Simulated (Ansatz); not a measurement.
Calculated with Ansatz (gas phase, PBE0-D4/def2-TZVP geometries, no zero-point term in ΔE). CCSD(T)/CBS adds triple-zeta CCSD(T) − MP2 to the extrapolated MP2 energy (def2 sets, frozen cores). This one scheme is used for every species. Elements past krypton have def2 core potentials. For Ga, Te outer-core shells are correlated without core-valence functions, which leaves a few kJ/mol of doubt a bond. Scalar relativity is left out up to krypton.

Consider the formal exchange of groups at a Te–Ga bond: `[CH3][Ga]([CH3])[TeH]` + `B1CS1` → `[TeH]B1CS1` + `[CH3][GaH][CH3]`.

`[CH3][Ga]([CH3])[TeH]`:

```xyz
11

C    -1.348    1.240    0.771
Ga   -0.156    0.071   -0.271
C     1.309   -1.011    0.469
Te   -0.561    0.010   -2.775
H    -2.052    1.782    0.140
H    -0.757    1.963    1.339
H    -1.913    0.642    1.491
H     2.192   -0.378    0.600
H     1.576   -1.834   -0.194
H     1.040   -1.412    1.449
H     0.670   -1.073   -3.020
```

`B1CS1`:

```xyz
6

B    -0.122    0.885    0.039
C     0.164   -0.616    0.131
S    -0.695    0.058   -1.378
H    -0.050    1.958    0.530
H     1.157   -1.013   -0.062
H    -0.454   -1.271    0.740
```

`[TeH]B1CS1`:

Cartesian coordinates in Å:
```
Te -2.048 -0.262 -1.254
B -0.441 -0.406 0.092
C 0.919 0.107 0.574
S 0.134 -1.321 1.466
H -1.385 1.015 -2.080
H 1.829 -0.147 0.039
H 0.992 1.015 1.164
```

`[CH3][GaH][CH3]`:

Cartesian coordinates in Å:
```
C 1.323 0.439 -1.015
Ga 0.269 0.279 0.643
C -1.489 -0.613 0.616
H 1.883 -0.489 -1.172
H 2.045 1.255 -0.973
H 0.679 0.575 -1.887
H 0.833 0.866 1.996
H -2.251 0.112 0.306
H -1.779 -0.994 1.596
H -1.513 -1.431 -0.108
```

```tsv
species	CCSD(T)/CBS(def2) energy (Eh)
`[CH3][Ga]([CH3])[TeH]`	-2272.03509
`B1CS1`	-462.41225
`[TeH]B1CS1`	-730.16423
`[CH3][GaH][CH3]`	-2004.25596
```

Task: Work out ΔE.

Result: ΔE = (-730.16423) + (-2004.25596) − (-2272.03509) − (-462.41225) = 0.02715 Eh = +17.0 kcal/mol.

Largest T1 diagnostic among the species: 0.016.

From BLYP to BHLYP (50 % exact exchange), in def2-TZVPP and without D4, ΔE moves by +1.5 kcal/mol. Leaving LDA and LC-ωPBE aside and taking each functional with its dispersion term where it has one, the values, not all of them listed here, spread over 5.2 kcal/mol, from B97M-V to BHLYP-D4. LDA lies −0.8 kcal/mol from PBE without D4. In def2-TZVPP, CCSD(T) changes the Hartree–Fock value by −3.5 kcal/mol (the triples alone add −0.5 kcal/mol) and MP2 by −3.7 kcal/mol.
